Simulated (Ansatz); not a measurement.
Reaction (ligand exchange at a Zr–N bond): `CC(C)[NH][Zr]([Cl])([Cl])[NH]C(C)C` + HCl → `CC(C)[NH][Zr]([Cl])([Cl])[Cl]` + `CC(C)N`

Calculated with Ansatz (gas phase, PBE0-D4/def2-TZVP geometries, no zero-point term in ΔE). CBS: MP2 limit from def2 TZ/QZ plus the TZ coupled-cluster correction, frozen cores. This one scheme is used for every species. Functionals use def2-TZVPP. def2 core potentials past Kr. For Zr outer-core shells are correlated without core-valence functions, which leaves a few kJ/mol of doubt a bond. Each species was taken in one conformer, which may not be the lowest.

Q: Is it downhill or uphill in electronic energy at CCSD(T)/CBS, and by how much? (Best estimate.)

A: Computed: Downhill: ΔE = -90.0 kJ/mol.

Q: What do these levels give: PBE-D4, B2PLYP, revPBE, r2SCAN, r2SCANh, MP2/CBS(def2)? (Estimate.)

A: Computed: PBE-D4 -89.2, B2PLYP -98.9, revPBE -106.3, r2SCAN -101.1, r2SCANh -102.3, MP2/CBS(def2) -91.5 kJ/mol.

Largest T1 diagnostic among the species: 0.014.

The D4 term adds +16.3 kJ/mol with B3LYP and +10.7 kJ/mol with PBE0; it sums over pairs of atoms, weighted by their polarisabilities, and B3LYP, whose exchange is more repulsive, gets the larger term. In def2-TZVPP, CCSD(T) changes the Hartree–Fock value by +37.9 kJ/mol (the triples alone add +4.4 kJ/mol) and MP2 by +36.3 kJ/mol.

B3LYP here is the variant with VWN-RPA as its local correlation; programs differ in this.
